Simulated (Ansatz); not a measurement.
`F[SiH2]N[SiH3]` + `[OH]`• → `F[SiH2]N[SiH2]`• + H₂O  (hydrogen abstraction from the Si–H bond)

Isolated molecules relaxed with PBE0-D4/def2-TZVP in Ansatz; ΔE leaves out vibrations. CBS: MP2 limit from def2 TZ/QZ plus the TZ coupled-cluster correction, frozen cores. This one scheme is used for every species. Functionals use def2-TZVPP. B3LYP here is the variant with VWN-RPA as its local correlation; programs differ in this. HSE06 is defined as in plane-wave codes. Open shells (•) are unrestricted, without spin–orbit coupling. One conformer a species, not always the lowest.

| level | ΔE (kcal/mol) | difference from CCSD(T)/CBS |
| --- | --- | --- |
| LDA (SPW92) | -42.8 | -13.6 |
| PBE-D4 | -34.0 | -4.8 |
| revPBE-D4 | -31.8 | -2.6 |
| r2SCAN-D4 | -29.4 | -0.2 |
| B97M-V | -26.5 | 2.7 |
| PBE0-D4 | -29.6 | -0.4 |
| B3LYP-D4 | -27.9 | 1.3 |
| r2SCANh-D4 | -28.2 | 1.0 |
| r2SCAN0-D4 | -26.6 | 2.6 |
| HSE06-D4 | -29.8 | -0.6 |
| BHLYP-D4 | -22.0 | 7.2 |
| CAM-B3LYP-D4 | -27.6 | 1.6 |
| ωB97X-V | -26.0 | 3.2 |
| B2PLYP | -28.2 | 1.0 |
| PBE-QIDH | -28.5 | 0.7 |
| PBE | -34.0 | -4.8 |
| revPBE | -31.9 | -2.7 |
| BLYP | -30.5 | -1.3 |
| r2SCAN | -29.4 | -0.2 |
| PBE0 | -29.6 | -0.4 |
| B3LYP | -27.9 | 1.3 |
| r2SCAN0 | -26.6 | 2.6 |
| HSE06 | -29.8 | -0.6 |
| BHLYP | -21.9 | 7.3 |
| CAM-B3LYP | -27.6 | 1.6 |
| LC-ωPBE | -29.1 | 0.1 |
| RPA@PBE/def2-TZVPP | -23.2 | 6.0 |
| MP2/def2-SVP | -28.7 | 0.5 |
| CCSD/def2-SVP | -22.9 | 6.3 |
| CCSD(T)/def2-SVP | -23.7 | 5.5 |
| HF/def2-TZVPP | -10.1 | 19.1 |
| MP2/def2-TZVPP | -33.0 | -3.8 |
| SCS-MP2/def2-TZVPP | -28.5 | 0.7 |
| CCSD/def2-TZVPP | -25.6 | 3.6 |
| CCSD(T)/def2-TZVPP | -27.2 | 2.0 |
| HF/def2-QZVPP | -10.3 | 18.9 |
| MP2/def2-QZVPP | -34.2 | -5.0 |
| SCS-MP2/def2-QZVPP | -29.6 | -0.4 |
| HF/CBS(def2) | -10.4 | 18.8 |
| CCSD/CBS(def2) | -27.5 | 1.7 |
| CCSD(T)/CBS | -29.2 | 0 |

Largest T1 diagnostic among the species: 0.014.

In def2-TZVPP, CCSD(T) changes the Hartree–Fock value by −17.2 kcal/mol (the triples alone add −1.7 kcal/mol) and MP2 by −22.9 kcal/mol. From BLYP to BHLYP (50 % exact exchange), in def2-TZVPP and without D4, ΔE moves by +8.6 kcal/mol.
